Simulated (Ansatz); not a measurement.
Ansatz (an electronic-structure program) input (B3LYP-D3(BJ)/def2-TZVP):

Ansatz 0.2 input:
```yaml
crystal:
  periodic: [false, false, false]
  atoms:
    - {symbol: C, position_ang: [-0.05325798, 1.56288294, 0.21977705]}
    - {symbol: C, position_ang: [-0.40980896, 0.08480291, 0.25930687]}
    - {symbol: C, position_ang: [-1.71775829, -0.22871434, -0.44000999]}
    - {symbol: O, position_ang: [0.60725214, -0.69073573, -0.39973606]}
    - {symbol: C, position_ang: [1.75379242, -0.88129556, 0.29015315]}
    - {symbol: H, position_ang: [0.91243860, 1.74031365, 0.69347775]}
    - {symbol: H, position_ang: [-0.80975672, 2.14958304, 0.74400018]}
    - {symbol: H, position_ang: [0.00078800, 1.90948661, -0.81389437]}
    - {symbol: H, position_ang: [-0.45906921, -0.25306841, 1.30230955]}
    - {symbol: H, position_ang: [-1.66413917, 0.06569161, -1.48955737]}
    - {symbol: H, position_ang: [-1.93516915, -1.29573738, -0.39153000]}
    - {symbol: H, position_ang: [-2.53777583, 0.31620600, 0.02988877]}
    - {symbol: H, position_ang: [2.48038015, -1.48993304, -0.22602373]}
    - {symbol: H, position_ang: [1.71648291, -0.84271200, 1.37385529]}
basis:
  gaussian:
    orbitals: def2-TZVP
hamiltonian:
  xc: b3lyp
  dispersion: d3bj
magnetization: {spin_polarized: true, initial_magnetization: 1}
phonons: {temperatures: {t_min: 298.15, t_max: 298.15, t_step: 100}}
```

Output:

```
Functional definition: B3LYP
integrals: 0.12 GiB planned
1267 factors; their error is unknown
0.31 GiB of the device are held for the grids
1.03 GiB of device memory are held for the factors and their scratch space
mean field: 1.22 GiB planned
mean field evaluation 1: about -6331.7677 eV, gradient 5.0e1 eV
mean field evaluation 2: about -6326.3050 eV, gradient 5.8e1 eV
mean field evaluation 4: about -6342.8695 eV, gradient 4.4e0 eV
mean field evaluation 8: about -6342.9358 eV, gradient 7.1e-2 eV
mean field evaluation 16: about -6342.9086 eV, gradient 3.2e-4 eV
mean field -6342.90864981 eV, -233.0975935026 hartree, gradient 1.0e-5 eV, S^2 0.753714; 0 other end points of the search recorded, 0 dependent functions left out
the calculation of the forces begins
reference -6342.90893482 eV, -233.0976039764 hartree; 21, 20 occupied and 188, 189 virtual orbitals, 1267 factors
these checks for a lower state are left out or cut short: stability, starts, cluster_reference, orbital_swaps, neighbouring_geometries, increment
integrals: 0.12 GiB planned
1267 factors; their error is unknown
0.31 GiB of the device are held for the grids
1.03 GiB of device memory are held for the factors and their scratch space
mean field: 1.22 GiB planned
mean field -6342.90847367 eV, -233.0975870294 hartree, gradient 2.5e-6 eV, S^2 0.753714; 0 other end points of the search recorded, 0 dependent functions left out
the calculation of the forces begins
reference -6342.90875867 eV, -233.0975975033 hartree; 21, 20 occupied and 188, 189 virtual orbitals, 1267 factors
these checks for a lower state are left out or cut short: stability, starts, cluster_reference, orbital_swaps, neighbouring_geometries, increment
integrals: 0.12 GiB planned
1267 factors; their error is unknown
0.31 GiB of the device are held for the grids
1.03 GiB of device memory are held for the factors and their scratch space
mean field: 1.23 GiB planned
mean field evaluation 32: about -6342.9085 eV, gradient 5.9e-3 eV
mean field -6342.90847662 eV, -233.0975871379 hartree, gradient 2.6e-6 eV, S^2 0.753713; 0 other end points of the search recorded, 0 dependent functions left out
the calculation of the forces begins
reference -6342.90876162 eV, -233.0975976117 hartree; 21, 20 occupied and 188, 189 virtual orbitals, 1267 factors
these checks for a lower state are left out or cut short: stability, starts, cluster_reference, orbital_swaps, neighbouring_geometries, increment
integrals: 0.12 GiB planned
1267 factors; their error is unknown
0.31 GiB of the device are held for the grids
1.03 GiB of device memory are held for the factors and their scratch space
mean field: 1.23 GiB planned
mean field -6342.90856773 eV, -233.0975904862 hartree, gradient 2.6e-6 eV, S^2 0.753714; 0 other end points of the search recorded, 0 dependent functions left out
the calculation of the forces begins
reference -6342.90885273 eV, -233.0976009598 hartree; 21, 20 occupied and 188, 189 virtual orbitals, 1267 factors
these checks for a lower state are left out or cut short: stability, starts, cluster_reference, orbital_swaps, neighbouring_geometries, increment
integrals: 0.12 GiB planned
1267 factors; their error is unknown
0.31 GiB of the device are held for the grids
1.03 GiB of device memory are held for the factors and their scratch space
mean field: 1.23 GiB planned
mean field -6342.90844645 eV, -233.0975860291 hartree, gradient 2.6e-6 eV, S^2 0.753713; 0 other end points of the search recorded, 0 dependent functions left out
[...]
mean field -6342.90857156 eV, -233.0975906268 hartree, gradient 2.6e-6 eV, S^2 0.753709; 0 other end points of the search recorded, 0 dependent functions left out
the calculation of the forces begins
reference -6342.90885651 eV, -233.0976010987 hartree; 21, 20 occupied and 188, 189 virtual orbitals, 1267 factors
these checks for a lower state are left out or cut short: stability, starts, cluster_reference, orbital_swaps, neighbouring_geometries, increment
integrals: 0.12 GiB planned
1267 factors; their error is unknown
0.31 GiB of the device are held for the grids
1.03 GiB of device memory are held for the factors and their scratch space
mean field: 1.23 GiB planned
mean field evaluation 544: about -6342.9086 eV, gradient 2.3e-6 eV
mean field -6342.90860011 eV, -233.0975916763 hartree, gradient 2.6e-6 eV, S^2 0.753713; 0 other end points of the search recorded, 0 dependent functions left out
the calculation of the forces begins
reference -6342.90888510 eV, -233.0976021493 hartree; 21, 20 occupied and 188, 189 virtual orbitals, 1267 factors
these checks for a lower state are left out or cut short: stability, starts, cluster_reference, orbital_swaps, neighbouring_geometries, increment
integrals: 0.12 GiB planned
1267 factors; their error is unknown
0.31 GiB of the device are held for the grids
1.03 GiB of device memory are held for the factors and their scratch space
mean field: 1.22 GiB planned
mean field -6342.90862891 eV, -233.0975927345 hartree, gradient 2.6e-6 eV, S^2 0.753714; 0 other end points of the search recorded, 0 dependent functions left out
the calculation of the forces begins
reference -6342.90891394 eV, -233.0976032093 hartree; 21, 20 occupied and 188, 189 virtual orbitals, 1267 factors
these checks for a lower state are left out or cut short: stability, starts, cluster_reference, orbital_swaps, neighbouring_geometries, increment
integrals: 0.12 GiB planned
1267 factors; their error is unknown
0.31 GiB of the device are held for the grids
1.03 GiB of device memory are held for the factors and their scratch space
mean field: 1.23 GiB planned
mean field -6342.90860882 eV, -233.0975919962 hartree, gradient 2.6e-6 eV, S^2 0.753710; 0 other end points of the search recorded, 0 dependent functions left out
the calculation of the forces begins
reference -6342.90889379 eV, -233.0976024688 hartree; 21, 20 occupied and 188, 189 virtual orbitals, 1267 factors
these checks for a lower state are left out or cut short: stability, starts, cluster_reference, orbital_swaps, neighbouring_geometries, increment
integrals: 0.12 GiB planned
1267 factors; their error is unknown
0.31 GiB of the device are held for the grids
1.03 GiB of device memory are held for the factors and their scratch space
mean field: 1.22 GiB planned
mean field -6342.90861478 eV, -233.0975922154 hartree, gradient 2.6e-6 eV, S^2 0.753717; 0 other end points of the search recorded, 0 dependent functions left out
the calculation of the forces begins
reference -6342.90889983 eV, -233.0976026905 hartree; 21, 20 occupied and 188, 189 virtual orbitals, 1267 factors
these checks for a lower state are left out or cut short: stability, starts, cluster_reference, orbital_swaps, neighbouring_geometries, increment
integrals: 0.12 GiB planned
1267 factors; their error is unknown
0.31 GiB of the device are held for the grids
1.03 GiB of device memory are held for the factors and their scratch space
mean field: 1.23 GiB planned
mean field -6342.90866028 eV, -233.0975938873 hartree, gradient 2.6e-6 eV, S^2 0.753714; 0 other end points of the search recorded, 0 dependent functions left out
the calculation of the forces begins
reference -6342.90894528 eV, -233.0976043611 hartree; 21, 20 occupied and 188, 189 virtual orbitals, 1267 factors
these checks for a lower state are left out or cut short: stability, starts, cluster_reference, orbital_swaps, neighbouring_geometries, increment
integrals: 0.12 GiB planned
1267 factors; their error is unknown
0.31 GiB of the device are held for the grids
1.03 GiB of device memory are held for the factors and their scratch space
mean field: 1.23 GiB planned
mean field evaluation 576: about -6342.9081 eV, gradient 4.3e-1 eV
mean field -6342.90860836 eV, -233.0975919792 hartree, gradient 2.6e-6 eV, S^2 0.753713; 0 other end points of the search recorded, 0 dependent functions left out
the calculation of the forces begins
reference -6342.90889337 eV, -233.0976024532 hartree; 21, 20 occupied and 188, 189 virtual orbitals, 1267 factors
these checks for a lower state are left out or cut short: stability, starts, cluster_reference, orbital_swaps, neighbouring_geometries, increment
integrals: 0.12 GiB planned
1267 factors; their error is unknown
0.31 GiB of the device are held for the grids
1.03 GiB of device memory are held for the factors and their scratch space
mean field: 1.23 GiB planned
mean field -6342.90862489 eV, -233.0975925868 hartree, gradient 2.6e-6 eV, S^2 0.753717; 0 other end points of the search recorded, 0 dependent functions left out
the calculation of the forces begins
reference -6342.90890988 eV, -233.0976030599 hartree; 21, 20 occupied and 188, 189 virtual orbitals, 1267 factors
these checks for a lower state are left out or cut short: stability, starts, cluster_reference, orbital_swaps, neighbouring_geometries, increment
integrals: 0.12 GiB planned
1267 factors; their error is unknown
0.31 GiB of the device are held for the grids
1.03 GiB of device memory are held for the factors and their scratch space
mean field: 1.22 GiB planned
mean field -6342.90866612 eV, -233.0975941020 hartree, gradient 2.6e-6 eV, S^2 0.753710; 0 other end points of the search recorded, 0 dependent functions left out
the calculation of the forces begins
reference -6342.90895115 eV, -233.0976045766 hartree; 21, 20 occupied and 188, 189 virtual orbitals, 1267 factors
these checks for a lower state are left out or cut short: stability, starts, cluster_reference, orbital_swaps, neighbouring_geometries, increment
integrals: 0.12 GiB planned
1267 factors; their error is unknown
0.31 GiB of the device are held for the grids
1.03 GiB of device memory are held for the factors and their scratch space
mean field: 1.23 GiB planned
mean field -6342.90855741 eV, -233.0975901070 hartree, gradient 2.6e-6 eV, S^2 0.753718; 0 other end points of the search recorded, 0 dependent functions left out
the calculation of the forces begins
reference -6342.90884245 eV, -233.0976005819 hartree; 21, 20 occupied and 188, 189 virtual orbitals, 1267 factors
these checks for a lower state are left out or cut short: stability, starts, cluster_reference, orbital_swaps, neighbouring_geometries, increment
integrals: 0.12 GiB planned
1267 factors; their error is unknown
0.31 GiB of the device are held for the grids
1.03 GiB of device memory are held for the factors and their scratch space
mean field: 1.22 GiB planned
mean field evaluation 608: about -6342.9085 eV, gradient 2.5e-6 eV
mean field -6342.90853091 eV, -233.0975891330 hartree, gradient 2.5e-6 eV, S^2 0.753709; 0 other end points of the search recorded, 0 dependent functions left out
the calculation of the forces begins
reference -6342.90881588 eV, -233.0975996057 hartree; 21, 20 occupied and 188, 189 virtual orbitals, 1267 factors
Total energy: -6343.33668699 eV, -233.1133235788 hartree
Atom 0 at    -0.053258     1.562883     0.219777 Å, force    -0.000932     0.000881     0.000282 eV/Å
Atom 1 at    -0.409809     0.084803     0.259307 Å, force     0.000501     0.000100     0.001347 eV/Å
Atom 2 at    -1.717758    -0.228714    -0.440010 Å, force     0.000227    -0.000292    -0.000576 eV/Å
Atom 3 at     0.607252    -0.690736    -0.399736 Å, force     0.000254    -0.001373    -0.000456 eV/Å
Atom 4 at     1.753792    -0.881296     0.290153 Å, force     0.000030     0.000626     0.000274 eV/Å
Atom 5 at     0.912439     1.740314     0.693478 Å, force     0.000257     0.000289    -0.000430 eV/Å
Atom 6 at    -0.809757     2.149583     0.744000 Å, force    -0.000109     0.000425     0.000097 eV/Å
Atom 7 at     0.000788     1.909487    -0.813894 Å, force     0.000754    -0.000048     0.000126 eV/Å
Atom 8 at    -0.459069    -0.253068     1.302310 Å, force     0.000212    -0.000133    -0.000287 eV/Å
Atom 9 at    -1.664139     0.065692    -1.489557 Å, force    -0.000019     0.000044    -0.000184 eV/Å
Atom 10 at    -1.935169    -1.295737    -0.391530 Å, force    -0.000070    -0.000465    -0.000147 eV/Å
Atom 11 at    -2.537776     0.316206     0.029889 Å, force    -0.000160     0.000070     0.000331 eV/Å
Atom 12 at     2.480380    -1.489933    -0.226024 Å, force    -0.000869     0.000304     0.000322 eV/Å
Atom 13 at     1.716483    -0.842712     1.373855 Å, force    -0.000076    -0.000426    -0.000700 eV/Å
Dipole moment:    -0.196920     0.106506     0.190037 e Å
Vibrations: 106.15 210.12 241.56 261.55 313.63 355.76 460.85 512.29 564.64 802.47 920.26 937.83 951.45 1128.49 1150.90 1191.14 1223.17 1262.95 1371.34 1379.05 1403.41 1421.07 1478.46 1480.75 1487.41 1492.60 1509.67 2987.98 3036.71 3042.85 3101.25 3105.57 3109.97 3112.00 3114.82 3255.25 cm⁻¹, zero-point energy 3.315670 eV
```

It need not be the lowest isomer of its formula.
